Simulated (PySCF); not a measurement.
First SCF of a structure search on quintet WFCl, at a hand-made bent geometry. PySCF input:

```python
from pyscf import gto, scf, dft
mol = gto.M(atom='''
W      0.000000     0.000000     0.000000
F     -1.646500     0.000000     1.152900
Cl     1.933200     0.000000     1.353600''',
    basis={'W': 'def2-TZVP', 'F': 'def2-TZVP', 'Cl': 'def2-TZVP'},
    ecp={'W': 'def2-TZVP'},
    charge=0, spin=4)
mf = dft.UKS(mol, xc='PBE0')
mf.grids.atom_grid = (50, 194)
aux = {'W': 'def2-universal-JKFIT', 'F': 'def2-universal-JKFIT', 'Cl': 'def2-universal-JKFIT'}
mf = mf.density_fit(auxbasis=aux)
mf.conv_tol = 1e-08
mf.diis_space = 10
mf.max_cycle = 60
mf.init_guess = 'minao'
mf.verbose = 4
mf.kernel()
```

Excerpt of the output (cycles alone):

```
init E= -607.957014951146
cycle= 1 E= -626.765781472275  delta_E= -18.8  |g|= 0.635  |ddm|= 4.85
cycle= 2 E= -624.371448294527  delta_E= 2.39  |g|= 2.64  |ddm|= 1.69
cycle= 3 E= -626.916330184061  delta_E= -2.54  |g|= 0.204  |ddm|=  1.2
cycle= 4 E= -626.928395567408  delta_E= -0.0121  |g|= 0.157  |ddm|= 0.28
cycle= 5 E= -626.938533089785  delta_E= -0.0101  |g|= 0.0258  |ddm|= 0.126
cycle= 6 E= -626.938895655131  delta_E= -0.000363  |g|= 0.0137  |ddm|= 0.0368
cycle= 7 E= -626.939003149846  delta_E= -0.000107  |g|= 0.00252  |ddm|= 0.0168
cycle= 8 E= -626.939011145907  delta_E= -8e-06  |g|= 0.00117  |ddm|= 0.00736
cycle= 9 E= -626.939013066205  delta_E= -1.92e-06  |g|= 0.00048  |ddm|= 0.00378
cycle= 10 E= -626.939013435248  delta_E= -3.69e-07  |g|= 0.000167  |ddm|= 0.00156
cycle= 11 E= -626.939013521772  delta_E= -8.65e-08  |g|= 8.36e-05  |ddm|= 0.000691
cycle= 12 E= -626.939013555615  delta_E= -3.38e-08  |g|= 4.03e-05  |ddm|= 0.000446
cycle= 13 E= -626.939013569325  delta_E= -1.37e-08  |g|= 2.06e-05  |ddm|= 0.000337
cycle= 14 E= -626.939013573118  delta_E= -3.79e-09  |g|= 6.85e-06  |ddm|= 0.000237
Extra cycle  E= -626.939013573224  delta_E= -1.06e-10  |g|= 6.92e-06  |ddm|= 2.27e-05
converged SCF energy = -626.939013573224  <S^2> = 6.014998  2S+1 = 5.0059956
```

No lower solution of this spin was found from smeared starts or by a stability analysis within the unrestricted form.

With open d or f shells other occupations or spin states may lie lower. Spin–orbit coupling, left out here, can matter for elements this heavy.

The search for the lowest solution, 3 starts and the stability check together, took 12 s on 4 threads of a shared Arm Neoverse V1 host, with 108 basis functions; the process peaked at 0.42 GiB. Launch command: `OMP_NUM_THREADS=4 python axn.py task.json out`.
